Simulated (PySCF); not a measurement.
An unknown shows these calculated signals:

1H NMR (400 MHz, computed): δ 9.85 (d, 1H), 9.29 (s, 1H), 6.05 (d, 1H), 4.97 (s, 3H), 2.21 (s, 3H).

13C{1H} NMR (computed): δ 194.0 (CH), 177.6 (CH), 164.8 (C), 137.2 (CH), 24.1 (CH3).

Theoretical values (PySCF 2.14.0 with density-fitted response routines): PBE0/pcSseg-1 with gauge-including orbitals, coordinates at the GFN2-xTB level. One averaged value for each set of equivalent atoms, isolated molecule, single conformer, non-relativistic Hamiltonian.

References, each an isolated molecule treated in the same way: 1H (31.72 ppm), 13C (186.93 ppm) vs TMS.

Q: Which of these does the molecule contain: an aldehyde, a Si–H bond, a methoxy group, a vinyl group CH=CH2, an NH or NH2 group, a non-aromatic C=C double bond?

A: 
- An aldehyde: yes (δC 194.0; δH 9.85 (d)).
- A Si–H bond: yes (δH 4.97 (s)).
- A methoxy group: no.
- A vinyl group CH=CH2: no.
- An NH or NH2 group: no.
- A non-aromatic C=C double bond: yes.

The data belong to `N(=C/C(C)=C\C=O)/[SiH3]`, C$_{5}$H$_{9}$NOSi; they needn't prove each group on their own.

Carbon signals by region: 3 in the far downfield region (above 160 ppm), 1 in the sp2 and nitrile region (100–160 ppm), 1 below 50 ppm. Above 160 ppm: 194.0, aldehyde carbonyl carbon, 177.6, C=N carbon, 164.8, β carbon of a C=C–C=O unit.

Shifts are as computed. Against solution values, carbons near 30 ppm lie about +3 ppm off and those near 130 ppm about +5 ppm. Of 1211 compounds with measured shifts, 218 miss one by over three times the rms of a fit or turn the order of signals round; such compounds aren't used in these exercises. No couplings were computed; multiplicities are counted from neighbouring protons, with m where these are inequivalent, close in shift, in a saturated or five-membered ring or joined by F or P, and br s for small geminal =CH2 splittings.
